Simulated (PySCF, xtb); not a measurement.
C3H4ClNSi, SMILES Cl[Si@@H]1C=CN=C1.

Harmonic wavenumbers (cm⁻¹) from GFN2-xTB in xtb at its own minimum, in rising order: 97, 123, 314, 400, 448, 550, 562, 612, 632, 762, 783, 805, 842, 905, 993, 1124, 1214, 1279, 1536, 1629, 2296, 3064, 3077, 3123.

Question: What does r2SCAN-D4/def2-SVP run with PySCF give at its own minimum? (The exact figures need the calculation; the answer reports its results.)

Answer: 97, 139, 350, 406, 485, 577, 625, 670, 727, 779, 800, 856, 876, 940, 993, 1129, 1283, 1323, 1553, 1620, 2237, 3133, 3176, 3232. Paired by order, the mean absolute difference is 40 cm⁻¹ and the zero-point energies are 38.8 and 40.0 kcal/mol.
